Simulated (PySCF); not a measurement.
F6Zr, charge -2, singlet, geometry from GFN2-xTB (such geometries of metal compounds can be far from the true shape) (all electrons, no relativity); CAMB3LYP/3-21G in PySCF.

PySCF was given this input:
```python
from pyscf import gto, scf, dft

mol = gto.Mole()
mol.atom = '''
    Zr    0.00000000   -0.00000000   -0.00000000
    F     1.22184299   -0.51618369   -1.47939569
    F    -1.22184299    0.51618369    1.47939569
    F    -1.23887202    0.83032195   -1.31290482
    F    -0.95929835   -1.72976223   -0.18875067
    F     0.95929835    1.72976223    0.18875067
    F     1.23887202   -0.83032195    1.31290482
'''
mol.basis = '3-21g'
mol.charge = -2
mol.verbose = 4
mol.build()

mf = dft.RKS(mol)
mf.xc = 'camb3lyp'
mf.kernel()
mf.analyze()
```

It wrote (shortened):

```
PySCF version 2.14.0

[INPUT] verbose = 4
[INPUT] num. atoms = 7
[INPUT] num. electrons = 96
[INPUT] charge = -2
[INPUT] spin (= nelec alpha-beta = 2S) = 0
[INPUT] symmetry False subgroup None
[INPUT] Mole.unit = angstrom
[INPUT] Symbol           X                Y                Z      unit          X                Y                Z       unit  Magmom
[...]
nuclear repulsion = 790.673129096869
number of shells = 44
number of NR pGTOs = 171
number of NR cGTOs = 90
basis = 3-21g
ecp = {}

******** <class 'pyscf.dft.rks.RKS'> ********
method = RKS
initial guess = minao
damping factor = 0
level_shift factor = 0
DIIS = <class 'pyscf.scf.diis.CDIIS'>
diis_start_cycle = 1
diis_space = 8
diis_damp = 0
SCF conv_tol = 1e-09
SCF conv_tol_grad = None
SCF max_cycles = 50
direct_scf = True
direct_scf_tol = 1e-13
XC library pyscf.dft.libxc version 7.1.2
    S. Lehtola, C. Steigemann, M. J. T. Oliveira, and M. A. L. Marques,  SoftwareX 7, 1–5 (2018)
XC functionals = camb3lyp
    T. Yanai, D. P. Tew, and N. C. Handy,  Chem. Phys. Lett. 393, 51 (2004)
radial grids:
    Treutler-Ahlrichs [JCP 102, 346 (1995); DOI:10.1063/1.469408] (M4) radial grids

becke partition: Becke, JCP 88, 2547 (1988); DOI:10.1063/1.454033
pruning grids: <function nwchem_prune>
grids dens level: 3
symmetrized grids: False
atomic radii adjust function: <function treutler_atomic_radii_adjust>
small_rho_cutoff = 0
Set gradient conv threshold to 3.16228e-05
Initial guess from minao.
tot grids = 107968
init E= -4114.83451170114
[...]
cycle= 1 E= -4120.01755493408  delta_E= -5.18  |g|= 1.55  |ddm|=  2.6
[...]
cycle= 2 E= -4119.60416040325  delta_E= 0.413  |g|= 2.25  |ddm|= 2.96
[...]
cycle= 3 E= -4120.38109960098  delta_E= -0.777  |g|= 0.0928  |ddm|=  1.7
[...]
cycle= 4 E= -4120.38395175396  delta_E= -0.00285  |g|= 0.0267  |ddm|= 0.137
[...]
cycle= 5 E= -4120.3841043785  delta_E= -0.000153  |g|= 0.00401  |ddm|= 0.0251
[...]
cycle= 6 E= -4120.38410926974  delta_E= -4.89e-06  |g|= 0.000264  |ddm|= 0.00852
[...]
cycle= 7 E= -4120.38410932584  delta_E= -5.61e-08  |g|= 3.21e-05  |ddm|= 0.00112
[...]
cycle= 8 E= -4120.38410932604  delta_E= -2e-10  |g|= 2.85e-05  |ddm|= 5.62e-05
[...]
Extra cycle  E= -4120.38410932598  delta_E= 6e-11  |g|= 3.74e-05  |ddm|= 4.27e-05
converged SCF energy = -4120.38410932598
**** SCF Summaries ****
Total Energy =                       -4120.384109325983445
Nuclear Repulsion Energy =             790.673129096868706
One-electron Energy =                -7322.373834168934991
Two-electron Energy =                 2411.316595746082839
Two-electron Coulomb Energy =         2586.933056940397364
DFT Exchange-Correlation Energy =     -175.616461194314638
HOMO-LUMO gap [eV] =                     8.392576492245134
**** MO energy ****
[...]
 ** Mulliken pop on meta-lowdin orthogonal AOs  **
 ** Mulliken pop  **
 ** Mulliken atomic charges  **
charge of    0Zr =      0.97444
charge of    1F =     -0.49574
charge of    2F =     -0.49574
charge of    3F =     -0.49575
charge of    4F =     -0.49573
charge of    5F =     -0.49573
charge of    6F =     -0.49575

WARN: System has nonzero charge -2; the dipole moment is origin-dependent.
Location of origin: [0. 0. 0.]

Dipole moment(X, Y, Z, Debye):  0.00000, -0.00000, -0.00000
```
